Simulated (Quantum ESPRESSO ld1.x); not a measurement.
Results of a calculation; reference values are marked as such.
Task: The table gives one normalised radial function P(r) = r R(r) (large component) of H in 7f1 (r in bohr). Level of theory: Dirac Kohn-Sham, PW91, spin-unpolarised, spherical densities, point nucleus; open shells fill j = l - 1/2 first (ld1.x of Quantum ESPRESSO 7.5).

r,P
0.05029,0.0000
0.07427,0.0000
0.1108,0.0000
0.1637,0.0000
0.2417,0.0000
0.3606,0.0000
0.5326,0.0000
0.7866,0.0001
1.174,0.0002
1.733,0.0010
2.56,0.0039
3.819,0.0140
5.641,0.0387
8.331,0.0790
12.43,0.0699
18.36,-0.0508
27.11,-0.0734
40.45,0.1203
59.74,-0.0461
88.23,-0.1143
131.6,-0.0009
194.4,0.0000

Which n and l does it have? It may be an empty orbital.

Result: n = 7, l = 3: the number of nodes gives n - l - 1 = 3, the rise at small r points to l (this Dirac orbital starts as r^gamma with gamma = sqrt((l + 1)^2 - (Z/c)^2) = 4.00; the j = 7/2 orbital of l + 1 starts with the same power, but with a smaller coefficient, and then steepens), and the extent must fit the shell. The curve is that of 7f7/2; the two j differ most near the nucleus, where j = l - 1/2 has the larger amplitude, and in heavy atoms j = l - 1/2 is also the more compact. 7f7/2 (empty): eigenvalue -0.216 eV, 3 radial nodes at r = 16.0, 31.5, 56.1 bohr, <r> = 64.1 bohr, 90 % of the charge inside 87.6 bohr.
